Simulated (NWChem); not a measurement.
System: TaF5; SMILES [F][Ta]([F])([F])([F])[F]

```xyz
6

Ta     0.0000     0.0000     0.0000
F      0.0000     0.0000     1.8806
F      0.0000     0.0000    -1.8806
F      1.3102     1.3102     0.0000
F      0.4796    -1.7898     0.0000
F     -1.7898     0.4796     0.0000
```
Atoms are numbered in this order, from 1.

Structure relaxed at the PBE0/def2-SVP level. Not confirmed as a minimum by frequencies. def2 effective core potentials on Ta; no spin-orbit coupling.

Q: List the 4 lowest vertical singlet excitations from B3LYP/def2-SVPD with def2 effective core potentials on Ta, TDA (NWChem).

A: 
```json
[
 {"state": "S1", "energy (eV)": "7.48", "oscillator strength": "0.000", "leading excitation (squared amplitude)": "HOMO → LUMO (0.50)"},
 {"state": "S2", "energy (eV)": "7.60", "oscillator strength": "0.000", "leading excitation (squared amplitude)": "HOMO−2 → LUMO+1 (0.38)"},
 {"state": "S3", "energy (eV)": "7.60", "oscillator strength": "0.000", "leading excitation (squared amplitude)": "HOMO−2 → LUMO (0.38)"},
 {"state": "S4", "energy (eV)": "7.65", "oscillator strength": "0.009", "leading excitation (squared amplitude)": "HOMO−2 → LUMO (0.61)"}
]
```
